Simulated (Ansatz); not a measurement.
Scan of H2B, doublet: symmetric bend, bond length relaxed. Scanned: H-B-H angle. Other coordinates (B-H bond length) were minimised at PBE0/def2-TZVP.

Levels of theory: UKS-PBE/cc-pVDZ = unrestricted PBE/cc-pVDZ (Ansatz, a first-principles code); UKS-B3LYP/cc-pVDZ = unrestricted B3LYP/cc-pVDZ run with Ansatz; FCI/cc-pVDZ = full CI/cc-pVDZ, frozen core (Ansatz).

Energies relative to the lowest point of each profile, in eV; the last columns give the error against full CI:

```csv
a / °,UKS-PBE/cc-pVDZ,UKS-B3LYP/cc-pVDZ,FCI/cc-pVDZ,UKS-PBE/cc-pVDZ − FCI/cc-pVDZ,UKS-B3LYP/cc-pVDZ − FCI/cc-pVDZ
168.72,0.252,0.270,0.347,-0.095,-0.076
158.01,0.175,0.186,0.238,-0.063,-0.052
150.43,0.110,0.116,0.150,-0.040,-0.034
138.99,0.028,0.029,0.041,-0.013,-0.012
128.52,0.000,0.000,0.000,0.000,0.000
120.75,0.024,0.026,0.022,0.002,0.004
109.44,0.145,0.155,0.151,-0.007,0.003
102.02,0.288,0.307,0.308,-0.020,-0.001
89.42,0.666,0.706,0.720,-0.054,-0.014
78.89,1.128,1.193,1.218,-0.090,-0.024
69.56,1.662,1.754,1.788,-0.126,-0.033
60,2.341,2.463,2.510,-0.169,-0.047
```

UKS-PBE/cc-pVDZ is furthest from FCI/cc-pVDZ at 60 (-0.169 eV, below); its mean absolute error over the points is 0.057 eV.

UKS-B3LYP/cc-pVDZ is furthest from FCI/cc-pVDZ at 168.72 (-0.076 eV, below); its mean absolute error over the points is 0.025 eV.

The scan ran from 180.0 to 60.0; beyond the range shown the relaxed coordinates jump or full CI changes its symmetry label.
